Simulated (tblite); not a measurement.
C₂H₁₂N₂OSi₃.
Cartesian coordinates in Å at the GFN2-xTB level; atoms count from 1:
```
atom  x, y, z in Å
N1     3.3484    1.2771   -0.1031
C2     2.1964    0.7502    0.3461
O3     1.9295    0.7517    1.5402
Si4    0.9901    0.0114   -0.9207
N5    -0.2438   -0.5659    0.0946
Si6   -0.2437   -0.4111    1.8619
C7    -1.4097   -1.1504   -0.5539
Si8   -2.8237    0.0939   -0.8409
H9     4.0097    1.6820    0.5445
H10    3.5688    1.2812   -1.0813
H11    1.6798   -1.0417   -1.6873
H12    0.6017    1.0786   -1.8607
H13   -1.5136   -1.1035    2.1888
H14   -0.4538    0.9704    2.2754
H15    0.7909   -1.2517    2.4504
H16   -1.1002   -1.5767   -1.5128
H17   -1.7741   -1.9816    0.0536
H18   -3.8804   -0.6038   -1.5821
H19   -3.3440    0.5856    0.4326
H20   -2.3335    1.2148   -1.6483
```

Computed with GFN2-xTB (tblite): harmonic, unscaled wavenumbers at the GFN2-xTB geometry, gas phase. The method is semi-empirical: single wavenumbers can be off by several per cent or more. Modes of hydrogen on silicon can be 10 to 20 % off. One conformer, not necessarily the lowest.

Harmonic wavenumbers (cm⁻¹): 30.3, 53.3, 72.4, 94.4, 111.0, 128.2, 237.5, 265.7, 290.9, 325.5, 338.8, 369.5, 389.6, 461.1, 496.3, 499.0, 529.3, 560.3, 577.6, 591.5, 598.0, 641.4, 655.3, 716.5, 734.7, 756.8, 774.6, 785.7, 788.2, 798.2, 824.9, 868.3, 921.3, 985.1, 1038.4, 1155.4, 1249.4, 1278.4, 1311.5, 1463.2, 1482.2, 1682.3, 2087.7, 2141.9, 2189.7, 2234.2, 2245.9, 2281.5, 2288.5, 2305.3, 2917.2, 2944.5, 3409.8, 3542.6.

A = 2037, B = 705.7, C = 583.6 MHz; mass 164.026 u (most abundant isotopes); point group C1, symmetry number 1.

Problem. What is the zero-point energy?

Solution. Half the sum of the wavenumbers: 29260 cm⁻¹ = 83.66 kcal/mol.

Problem. Give the ideal-gas entropy at 350 K and 1 bar in the rigid-rotor, harmonic-oscillator model (classical rotation).

Solution. Translation 42.02, rotation 30.81, vibration 49.05: S = 121.9 cal/(mol K).

Problem. And Cp and H(350 K) − H(0)?

Solution. Cp = 56.50 cal/(mol K), of which vibrations give 48.55 (their classical limit is 54 R = 107.3); H(350 K) − H(0) = 11.60 kcal/mol without the zero-point energy, 8.81 from vibrations.

Problem. Which modes carry the vibrational entropy at 350 K?

Solution. 30.3 cm⁻¹: 6.13; 53.3 cm⁻¹: 5.01; 72.4 cm⁻¹: 4.40; 94.4 cm⁻¹: 3.88; 111.0 cm⁻¹: 3.56; 128.2 cm⁻¹: 3.28 cal/(mol K); the other 48 give 22.78 together.

Problem. What must be added to the electronic energy to get the Gibbs energy at 350 K and 1 bar?

Solution. ZPE + [H(350 K) − H(0)] − T·S = 83.66 + 11.60 − 42.66 = 52.60 kcal/mol.

Hindered rotation and anharmonicity are outside this model. Other conformers, if any are populated, would add a mixing term that is left out. The structure is chiral; the term R ln 2 for an equal mix with its mirror image is left out.
